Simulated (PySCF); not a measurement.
Ge(H)2(Cl)(Et) (C₂H₇ClGe), SMILES [Cl][GeH2][CH2]C.

The structure is a stationary point at PBE0-D3(BJ)/def2-SVP. One conformer was computed; it need not be the lowest.

Level of theory: TDA-LC-ωPBE/def2-SVPD run with PySCF.

Vertical excitations. 

```
state  energy (eV)  λ (nm)      f                                                                 main pairs
-----  -----------  ------  -----  -------------------------------------------------------------------------
S1            7.39     168  0.015                                           HOMO→LUMO 59 %, HOMO→LUMO+1 26 %
S2            7.50     165  0.020                                       HOMO−1→LUMO 59 %, HOMO−1→LUMO+1 29 %
S3            8.56     145  0.025                          HOMO→LUMO+1 50 %, HOMO→LUMO 25 %, HOMO−2→LUMO 8 %
S4            8.61     144  0.016    HOMO−2→LUMO 41 %, HOMO−2→LUMO+1 19 %, HOMO→LUMO+4 12 %, HOMO→LUMO+1 9 %
S5            8.79     141  0.025                                       HOMO−1→LUMO+1 53 %, HOMO−1→LUMO 22 %
S6            9.00     138  0.044   HOMO→LUMO+2 37 %, HOMO−1→LUMO+2 18 %, HOMO−2→LUMO+1 6 %, HOMO−4→LUMO 6 %
S7            9.03     137  0.026    HOMO→LUMO+2 22 %, HOMO−3→LUMO 13 %, HOMO−4→LUMO 10 %, HOMO−1→LUMO+2 9 %
S8            9.20     135  0.030  HOMO−1→LUMO+2 21 %, HOMO−4→LUMO 10 %, HOMO→LUMO+5 10 %, HOMO−1→LUMO+4 9 %
S9            9.45     131  0.159    HOMO−3→LUMO 18 %, HOMO→LUMO+3 13 %, HOMO−2→LUMO+1 11 %, HOMO→LUMO+4 8 %
S10           9.64     129  0.149    HOMO→LUMO+3 16 %, HOMO−4→LUMO 16 %, HOMO→LUMO+5 15 %, HOMO−1→LUMO+2 8 %
T1            6.87     181      0                                           HOMO→LUMO 49 %, HOMO→LUMO+1 21 %
T2            6.91     179      0                                       HOMO−1→LUMO 54 %, HOMO−1→LUMO+1 20 %
T3            7.99     155      0                      HOMO−2→LUMO 39 %, HOMO−2→LUMO+1 16 %, HOMO→LUMO+2 7 %
T4            8.04     154      0                                     HOMO−1→LUMO+1 32 %, HOMO−1→LUMO+4 12 %
```
Triplets are in the Tamm–Dancoff approximation.
